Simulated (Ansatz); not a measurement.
The same hydrolysis along the group Sc, Y.

Calculated with Ansatz (gas phase, PBE0-D4/def2-TZVP geometries, no zero-point term in ΔE). CCSD(T)/CBS adds triple-zeta CCSD(T) − MP2 to the extrapolated MP2 energy (def2 sets, frozen cores). This one scheme is used for every species. DFT in def2-TZVPP. Elements past krypton have def2 core potentials. For Sc, Y outer-core shells are correlated without core-valence functions, which leaves a few kJ/mol of doubt a bond. Scalar relativity is left out up to krypton. Each species was taken in one conformer, which may not be the lowest.

| reaction | ωB97X-V (kJ/mol) | CCSD/CBS(def2) (kJ/mol) | CCSD(T)/CBS(def2) (kJ/mol) |
| --- | --- | --- | --- |
| `[NH2][Sc]([OH])[F]` + H₂O → `[OH][Sc]([OH])[F]` + NH₃ | -71 | -69 | -68 |
| `[NH2][Y]([OH])[F]` + H₂O → `[OH][Y]([OH])[F]` + NH₃ | -79 | -76 | -75 |

Largest T1 diagnostic: 0.016, for `[OH][Sc]([OH])[F]`.
